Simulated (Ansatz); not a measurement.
Consider the formal exchange of groups at a C–C bond: `CC1(N)CO1` + `C[BH][GeH3]` → `C[BH][GeH2][CH3]` + `NC1CO1`.

Calculated with Ansatz (gas phase, PBE0-D4/def2-TZVP geometries, no zero-point term in ΔE). CCSD(T)/CBS is the MP2 limit (def2-TZVPP, def2-QZVPP) plus CCSD(T) − MP2 in def2-TZVPP, frozen cores. Functionals use def2-TZVPP. B3LYP here is the variant with VWN-RPA as its local correlation; programs differ in this. For Ge outer-core shells are correlated without core-valence functions, which leaves a few kJ/mol of doubt a bond. Scalar relativity is left out up to krypton. Each species was taken in one conformer, which may not be the lowest.

`CC1(N)CO1`:

Cartesian coordinates in Å:
```
C -0.063 -0.040 -1.379
C 0.002 0.096 0.112
N 1.064 0.915 0.559
C -0.515 -0.948 0.983
O -1.279 0.233 0.756
H -0.193 0.942 -1.843
H 0.859 -0.479 -1.762
H -0.909 -0.664 -1.666
H 1.021 1.831 0.130
H 1.045 1.031 1.563
H -0.924 -1.863 0.558
H -0.108 -1.054 1.988
```

`C[BH][GeH3]`:

Z-matrix (Å, degrees):
```
C
B 1 1.548
H 1 1.106 2 102.9
H 1 1.093 2 114.7 3 113.8
H 1 1.091 2 116.2 3 -115.3
Ge 2 2.066 1 123.5 3 93.8
H 2 1.200 1 119.3 3 -83.2
H 6 1.542 2 112.1 1 -127.5
H 6 1.544 2 109.4 1 114.7
H 6 1.542 2 113.8 1 -5.0
```

`C[BH][GeH2][CH3]`:

Z-matrix (Å, degrees):
```
C
B 1 1.550
H 1 1.091 2 116.2
H 1 1.105 2 103.6 3 -116.4
H 1 1.093 2 114.1 3 130.0
Ge 2 2.068 1 123.9 3 21.2
H 2 1.202 1 118.5 3 -163.7
C 6 1.963 2 113.4 1 -146.6
H 6 1.547 2 112.5 1 -22.4
H 6 1.550 2 107.7 1 94.2
H 8 1.091 6 110.0 2 -56.0
H 8 1.091 6 110.5 2 63.8
H 8 1.090 6 110.5 2 -176.1
```

`NC1CO1`:

Cartesian coordinates in Å:
```
N -0.191 -0.948 0.977
C -0.473 0.127 0.116
C 0.576 0.840 -0.590
O -0.311 -0.018 -1.300
H 0.652 -1.437 0.706
H -0.955 -1.611 1.008
H -1.376 0.665 0.391
H 0.478 1.902 -0.801
H 1.601 0.482 -0.506
```

| level | ΔE (kcal/mol) | difference from CCSD(T)/CBS |
| --- | --- | --- |
| PBE-D4 | -1.2 | 0.1 |
| r2SCAN-D4 | -0.8 | 0.5 |
| PBE0-D4 | -1.0 | 0.3 |
| B3LYP-D4 | -1.1 | 0.2 |
| ωB97X-V | -0.5 | 0.8 |
| ωB97M-V | -0.7 | 0.6 |
| B2PLYP | -1.6 | -0.3 |
| PBE | -1.6 | -0.3 |
| r2SCAN | -0.8 | 0.5 |
| PBE0 | -1.3 | 0.0 |
| B3LYP | -1.7 | -0.4 |
| HF/def2-TZVPP | -0.9 | 0.4 |
| MP2/def2-TZVPP | -1.8 | -0.5 |
| SCS-MP2/def2-TZVPP | -1.6 | -0.3 |
| CCSD/def2-TZVPP | -1.4 | -0.1 |
| CCSD(T)/def2-TZVPP | -1.3 | 0.0 |
| HF/def2-QZVPP | -0.7 | 0.6 |
| MP2/def2-QZVPP | -1.7 | -0.4 |
| SCS-MP2/def2-QZVPP | -1.6 | -0.3 |
| HF/CBS(def2) | -0.7 | 0.6 |
| MP2/CBS(def2) | -1.7 | -0.4 |
| CCSD/CBS(def2) | -1.3 | 0.0 |
| CCSD(T)/CBS | -1.3 | 0 |

Largest T1 diagnostic among the species: 0.012.

CCSD(T)/CBS has its own doubt, a few kJ/mol and more with outer-core shells, so smaller differences from it don't rank the levels.
